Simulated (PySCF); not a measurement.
Species: C5H6F3O (doublet state).
Z-matrix (Å and degrees, GFN2-xTB geometry), rows numbered from 1:
```
C 
C   1  1.2909
C   2  1.4552  1  143.74
C   3  1.5368  2  113.02  1    12.95
F   4  1.3754  3  110.22  2   -66.98
O   4  1.3946  3  108.43  2   174.44
C   6  1.3615  4  115.52  3  -177.07
F   7  1.3580  6  110.86  4    69.58
F   7  1.3333  6  107.98  4  -174.01
H   1  1.0923  2  123.93  3     1.58
H   1  1.0799  2  122.09  3  -179.52
H   3  1.0930  2  110.15  1  -107.87
H   3  1.0929  2  110.60  1   132.60
H   4  1.1014  3  111.92  2    50.63
H   7  1.1049  6  114.47  4   -52.22
```

The hyperfine couplings belong to this conformer and change with its torsions.

The species is `C=[C]C[C@H](F)OC(F)F` [radical].

The calculation used UKS B3LYP, pcH-1 on C F H O, non-relativistic, mean-field spin-orbit, GIAO in PySCF 2.14.0. Isolated species at its GFN2-xTB geometry (one conformer only). Couplings are sensitive to structure, and on GFN2-xTB geometries they can be far from those on DFT ones. Stability of the SCF solution: not tested.

Match the computed a_iso(13C) values +283.9, +86.3, +17.2, -12.4, +5.2 MHz with the sites C1; C2; C3; C4; C7.

| site | a_iso (MHz) | ρ(0) (bohr⁻³) | position | distance from C2 (Å) | spin population | largest \|T\| (MHz) |
| --- | --- | --- | --- | --- | --- | --- |
| C1 | -12.4 | -0.0110 | 1 bond from C2 | 1.29 | -0.17 | 17.9 |
| C2 | +283.9 | +0.2526 | largest spin population | 0.00 | +1.00 | 143.5 |
| C3 | +17.2 | +0.0153 | 1 bond from C2 | 1.46 | -0.05 | 8.0 |
| C4 | +86.3 | +0.0768 | 2 bonds from C2 | 2.50 | +0.05 | 12.1 |
| C7 | +5.2 | +0.0046 | 4 bonds from C2 | 4.81 | 0.00 | 1.0 |

Match the computed a_iso(1H) values +187.3, +124.9, +49.8, +11.8, -4.1, -0.2 MHz with the sites H10; H11; H12; H13; H14; H15.

```tsv
site	a_iso (MHz)	ρ(0) (bohr⁻³)	position	distance from C2 (Å)	bound to	spin population there	largest |T| (MHz)
H10	+187.3	+0.0419	2 bonds from C2, on C1 of spin population -0.17	2.11	C1	-0.17	6.5
H11	+124.9	+0.0279	2 bonds from C2, on C1 of spin population -0.17	2.08	C1	-0.17	11.7
H12	+11.8	+0.0026	2 bonds from C2	2.10	C3	-0.05	11.1
H13	+49.8	+0.0111	2 bonds from C2	2.11	C3	-0.05	12.3
H14	-4.1	-0.0009	3 bonds from C2	2.73	C4	+0.05	6.1
H15	-0.2	-0.0001	5 bonds from C2	5.07	C7	0.00	1.3
```

ρ(0) is the spin density at the nucleus and T the dipolar tensor. Largest spin populations (Mulliken): C2 (+1.00), C1 (-0.17) and H10 (+0.09). C2 is the only atom above +0.15. The positive populations add up to 1.22 and the negative ones to -0.22, together 2S = 1.

β density exceeds α density at some nuclei, such as C1 (-0.0110), spin density in bohr⁻³. In a single determinant that takes different orbitals for the two spins, that is spin polarisation.

On an Arm Neoverse V2 with one thread (shared host), this took 71 s of wall time (with the writing of density and orbital grids) and 0.97 GiB of memory at its peak.
